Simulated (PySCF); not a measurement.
Al⁺ (aluminium, charge +1): M06-2X calculation

Configuration: [Ne] 3s2, closed-shell 1S. All numbers are calculated (PySCF 2.14, the non-relativistic Hamiltonian (point nucleus), in def2-TZVP (5s5p2d1f, 37 functions)).

```json
{
  "Total energy": "-242.1310 hartree",
  "One-electron energy": "-332.9332 hartree",
  "Hartree (Coulomb) energy": "109.1479 hartree",
  "Exchange-correlation energy": "-18.3456 hartree",
  "Kinetic energy": "241.69046 hartree",
  "⟨S²⟩": "0.0000",
  "⟨L²⟩": "0.000",
  "Sum of ⟨r⟩": "9.860 bohr",
  "Sum of ⟨r²⟩": "16.76 bohr²",
  "Density at the nucleus (Gaussians lack the cusp)": "1350 bohr⁻³",
  "Langevin diamagnetic susceptibility": "-13.3 ×10⁻⁶ cm³/mol",
  "Time after the integrals": "0.34 s of wall time on 1 thread of Neoverse-V2 (shared host)"
}
```

```
shell  electrons  mean orbital energy (eV)  rms radius, mean of both spins (bohr)
   1s          2                   -1556.1                                  0.140
   2s          2                   -128.09                                  0.683
   2p          6                   -87.201                                  0.677
   3s          2                   -16.850                                   2.55
```
